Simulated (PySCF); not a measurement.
## Curvature of the energy in the electron number along the 5p block, charge +1

Calculated with PySCF 2.14, in def2-TZVP with the def2 core potential (28 electrons), ECP: one orbital is emptied in steps, and each cell gives the departure of E from the straight line at half an electron, in eV (from a cubic fit). The exact functional gives zero.

```tsv
species	orbital	LDA	PBE	r2SCAN	PBE0	BHandHLYP	LC-wPBE	wB97X	UHF
In⁺	5s beta	-1.04	-1.03	-0.90	-0.74	-0.51	-0.07	-0.19	0.06
Sn⁺	5p alpha	-0.94	-0.90	-0.84	-0.65	-0.45	-0.04	-0.14	0.07
Sb⁺	5p alpha	-1.01	-0.98	-0.91	-0.71	-0.47	-0.06	-0.15	0.09
Te⁺	5p alpha	-1.09	-1.06	-0.98	-0.76	-0.50	-0.09	-0.17	0.11
I⁺	5p beta	-1.09	-1.05	-0.95	-0.74	-0.49	-0.07	-0.25	0.16
```

Task: How does the mean departure depend on the functional?

Result: LDA -1.03 eV; PBE -1.00 eV; r2SCAN -0.91 eV; PBE0 -0.72 eV; BHandHLYP -0.48 eV; LC-wPBE -0.07 eV; wB97X -0.18 eV; UHF 0.10 eV. Semilocal functionals are convex (delocalisation error), Hartree-Fock is concave or straight, and exact exchange removes curvature roughly in proportion to its share, so among the functionals the range-separated hybrids usually come closest to zero.

No spin-orbit coupling is included.
